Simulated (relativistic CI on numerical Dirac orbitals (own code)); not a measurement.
# Hyperfine structure of Tl5+, mass number 205

Method of calculation: Dirac-Coulomb-Breit CI, separate exchange-only KLI orbitals for each configuration, model QED (radiative potential, 1s self-energy scaled to tabulated hydrogen-like ionisation energies), valence Slater integrals scaled by 0.85, P86 correlation energy added to each configuration (own radial code, finite nucleus).

CI space (outside the closed core [Kr] 4d10 4f14 5s2): 5p6 5d8, 5p6 5d7 6s, 5p6 5d7 5f, 5p6 5d7 6p, 5p6 5d7 5g, 5p6 5d6 6s2, 5p5 5d9, 5p6 5d7 6d, 5p6 5d7 7s, 5p6 5d6 6s 6p, 5p6 5d7 7p, 5p6 5d7 7d, 5p6 5d7 6f, 5p4 5d10, 5p6 5d6 6p2, 5p6 5d7 7f. Levels of other configurations are missing.

Nuclear spin I = 1/2, μ = 1.632 μN (tables of Stone and Pyykkö). The electronic factors are computed for point nuclear moments, without core polarisation or the Bohr-Weisskopf and QED corrections.

```csv
Level,E (cm⁻¹),A (MHz)
5p6 5d8 3F_4,0.0,4260
5p6 5d8 3F_3,17129.5,6294
5p6 5d8 3P_2,24749.7,5625
5p6 5d8 3P_1,29205.7,-647.2
5p6 5d8 1G_4,33380.8,6931
5p6 5d7 6s 5F_5,128808.5,30670
5p6 5d7 6s 5F_4,137309.2,-8682
5p6 5d7 6s 5F_3,144932.7,32930
```

Levels with J = 0, under 50 % of one LS term, or S terms without an open s electron are left out. Small factors come from cancelling terms and can be off by tens of per cent or more.

At this charge configurations can still be misplaced by up to about 7 % of their energy. Levels and lines within the n = 5 or 6 shells can be off by up to 10 % or somewhat more, and those that change n by about 2 %, since core polarisation is missing.

Question: Give the hyperfine levels of 5p6 5d8 3F_4 relative to its centre of gravity.

Answer: With K = F(F + 1) − I(I + 1) − J(J + 1), E = AK/2: F = 7/2: -10650, F = 9/2: 8520 MHz.

LS names give the leading component of a level, which can be under half, so a name can repeat, a term be missing and a line seem to break the LS rules.
